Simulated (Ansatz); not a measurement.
C2H4F2Si (`F[C@H]1C[Si@@H]1F`), relaxed with RKS PBE0-D4/def2-TZVP in the Gaussian-basis code of Ansatz from a PBE-D4/def2-SVP geometry. The force threshold is 0.005 eV/Å; the program also tests the step.

The species carries charge 0 and has multiplicity 1.

Start:

```xyz
9

F    -0.619   -0.356    1.983
C    -0.666   -0.341    0.608
C    -0.178    0.946   -0.110
Si    0.798   -0.581   -0.527
F     0.597   -1.373   -1.947
H    -1.644   -0.708    0.234
H    -0.898    1.503   -0.735
H     0.401    1.616    0.556
H     2.208   -0.706   -0.062
```

(1) How much energy does the relaxation release, and in how many steps? (An estimate is asked.)

(2) Which bonds change most? (An estimate is asked.)

(3) Give the relaxed structure. (An estimate is asked.)

## Answers

(1) Ansatz gave: 1.68 kcal/mol, in 6 steps, 2 of them rejected.

(2) Ansatz gave: Si4–F5 from 1.639 to 1.592 Å; C2–Si4 from 1.868 to 1.838 Å; C3–Si4 from 1.860 to 1.833 Å; C2–H6 from 1.110 to 1.089 Å.

(3) The calculation gave: 
```xyz
9

F    -0.606   -0.351    1.961
C    -0.654   -0.350    0.591
C    -0.171    0.938   -0.117
Si    0.785   -0.570   -0.531
F     0.598   -1.342   -1.912
H    -1.627   -0.693    0.240
H    -0.892    1.479   -0.721
H     0.396    1.595    0.541
H     2.171   -0.707   -0.053
```
